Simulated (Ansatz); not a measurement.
Ga₁₂N₁₂H₃₂⁻, a nanocrystal cut from zinc blende GaN (hydrogen-capped). Total charge -1; doublet. Geometry PBE-D4/def2-SVP, that of the neutral singlet; atoms count from 1.

```xyz
56

N     3.535    0.962    0.502
N     0.732    0.169   -3.813
N    -1.118   -2.293   -2.172
N     2.047   -1.347    2.197
N    -0.280   -2.931    0.808
N     1.315   -0.784   -0.801
N     0.865    2.305   -0.088
N    -1.442    0.767   -1.483
N    -0.690    0.064    1.587
N     1.592    1.786    2.823
N    -2.996   -1.499    0.064
N    -3.274    1.864    0.955
Ga    2.211   -0.299   -2.517
Ga    2.820   -0.960    0.446
Ga    2.393    2.446    1.138
Ga    0.507   -2.557   -0.954
Ga   -0.730    1.465   -3.222
Ga   -2.458   -0.836   -1.768
Ga    1.215   -3.212    2.161
Ga    0.746   -0.081    2.917
Ga   -1.593   -1.669    1.546
Ga   -0.024    0.495   -0.194
Ga   -2.650    2.274   -0.946
Ga   -1.896    1.443    2.374
H     4.459    0.969    0.957
H     3.730    1.152   -0.501
H     1.204    0.675   -4.580
H     0.355   -0.669   -4.277
H    -1.612   -3.198   -2.223
H    -0.767   -2.166   -3.132
H     2.813   -1.459    2.880
H    -0.717   -3.866    0.772
H     1.117    2.557   -1.060
H     0.113    2.975    0.149
H     2.230    1.911    3.622
H     0.783    2.405    3.025
H    -3.450   -2.421   -0.034
H    -3.757   -0.905    0.423
H    -4.058    1.197    0.974
H    -3.707    2.749    1.262
H     2.998   -1.537   -3.116
H     2.969    1.103   -2.297
H     4.037   -1.866    0.018
H     3.124    3.835    1.256
H     1.365   -3.724   -1.575
H    -1.858    1.385   -4.335
H     0.115    2.788   -2.936
H    -3.674   -0.893   -2.769
H     2.279   -4.193    1.513
H     0.548   -3.459    3.578
H     0.341   -0.301    4.425
H    -2.349   -2.154    2.842
H    -1.770    3.584   -0.710
H    -3.956    2.265   -1.845
H    -1.061    2.814    2.497
H    -2.668    0.873    3.636
```

Single mean-field runs in def2-TZVP are fitted with def2-universal-jkfit. The highest occupied level of the charge -1 doublet lies above zero (up to 1.32 eV). Energy differences disagree on whether the electron is bound (positive means bound): -0.26 eV (vertical, against the charge 0 singlet, at PBE0-D4/def2-TZVP), but 0.14 eV at PBE-D4/def2-TZVP.

(1) Estimate the Mulliken populations of the heavy atoms from the PBE0/def2-TZVP orbitals of Ansatz.

(2) Where does the spin sit?

(3) And the Mayer bond orders between heavy atoms (over 0.3)?

Results:

(1) 
```
atom  charge (e)  spin (α − β)
  N1       -0.53          0.00
  N2       -0.46         -0.08
  N3       -0.41         -0.10
  N4       -0.41         -0.02
  N5       -0.43          0.00
  N6       -0.09          0.01
  N7       -0.38         -0.02
  N8       -0.08          0.02
  N9       -0.09          0.01
 N10       -0.53          0.00
 N11       -0.41         -0.10
 N12       -0.47         -0.08
Ga13        0.12          0.06
Ga14        0.25          0.03
Ga15        0.38         -0.01
Ga16        0.26          0.02
Ga17        0.11          0.09
Ga18        0.37         -0.05
Ga19        0.17          0.01
Ga20        0.25          0.03
Ga21        0.26          0.02
Ga22       -0.50          0.09
Ga23        0.11          0.09
Ga24        0.12          0.06
```
Mulliken values depend strongly on the basis.

(2) Summed by element: N -0.36, Ga 0.45, H 0.91, of 1 unpaired in all. Largest on single atoms: H29 0.14, H37 0.14, H30 0.12.

(3) N1–Ga14 0.61 (2.05 Å); N1–Ga15 0.76 (1.98 Å); N2–Ga13 0.68 (2.02 Å); N2–Ga17 0.62 (2.04 Å); N3–Ga16 0.67 (2.05 Å); N3–Ga18 0.71 (2.02 Å); N4–Ga14 0.82 (1.95 Å); N4–Ga19 0.67 (2.04 Å); N4–Ga20 0.82 (1.95 Å); N5–Ga16 0.81 (1.97 Å); N5–Ga19 0.73 (2.04 Å); N5–Ga21 0.81 (1.97 Å); N6–Ga13 0.72 (2.00 Å); N6–Ga14 0.82 (1.96 Å); N6–Ga16 0.82 (1.95 Å); N6–Ga22 0.96 (1.95 Å); N7–Ga15 0.79 (1.96 Å); N7–Ga22 0.75 (2.02 Å); N8–Ga17 0.72 (2.00 Å); N8–Ga18 0.91 (1.92 Å); N8–Ga22 1.00 (1.94 Å); N8–Ga23 0.72 (2.00 Å); N9–Ga20 0.82 (1.96 Å); N9–Ga21 0.82 (1.95 Å); N9–Ga22 0.96 (1.95 Å); N9–Ga24 0.72 (1.99 Å); N10–Ga15 0.76 (1.98 Å); N10–Ga20 0.61 (2.05 Å); N11–Ga18 0.71 (2.02 Å); N11–Ga21 0.66 (2.05 Å); N12–Ga23 0.62 (2.04 Å); N12–Ga24 0.67 (2.02 Å).
